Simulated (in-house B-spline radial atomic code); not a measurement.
A radial electron density 4πr²n(r) was computed for an atom or ion in its tabulated ground configuration with an all-electron radial atomic-structure program (B-spline basis); method: Dirac-Hartree-Fock, average of configuration. Columns: r (bohr), 4πr²n(r) (electrons per bohr), bar.

```
0.000527    2.826 #
0.000623    3.701 #
0.000736    4.826 ##
 0.00087    6.278 ##
 0.00103    8.155 ###
 0.00122    10.55 ####
 0.00144    13.51 #####
  0.0017     17.2 ######
 0.00201    21.78 #######
 0.00237    27.26 #########
  0.0028    33.87 ###########
 0.00331    41.63 ##############
 0.00391    50.43 #################
 0.00462    60.14 ####################
 0.00547    70.53 ########################
 0.00646    80.72 ###########################
 0.00763    90.11 ##############################
 0.00902    97.79 #################################
  0.0107    102.8 ##################################
  0.0126    104.4 ###################################
  0.0149    102.6 ##################################
  0.0176    98.31 #################################
  0.0208    93.59 ###############################
  0.0246    91.21 ###############################
   0.029    93.72 ###############################
  0.0343    102.3 ##################################
  0.0406      115 #######################################
  0.0479    126.6 ##########################################
  0.0567    131.2 ############################################
   0.067    125.1 ##########################################
  0.0791    111.1 #####################################
  0.0935    97.29 #################################
   0.111    92.89 ###############################
   0.131    98.99 #################################
   0.154    105.7 ###################################
   0.182    100.8 ##################################
   0.216    78.53 ##########################
   0.255    48.48 ################
   0.301    22.75 ########
   0.356    7.681 ###
   0.421    1.789 #
   0.497   0.2766 
   0.587  0.02597 
   0.694 0.001342
```

Which atom or ion is it?
A. W47+
B. Hf47+
C. W48+
D. W46+

A. The area under the curve, ∫4πr²n dr = ∫r·4πr²n d(ln r) on this logarithmic grid, is 27 electrons, which only this option has. The configuration is [Ar] 3d9.
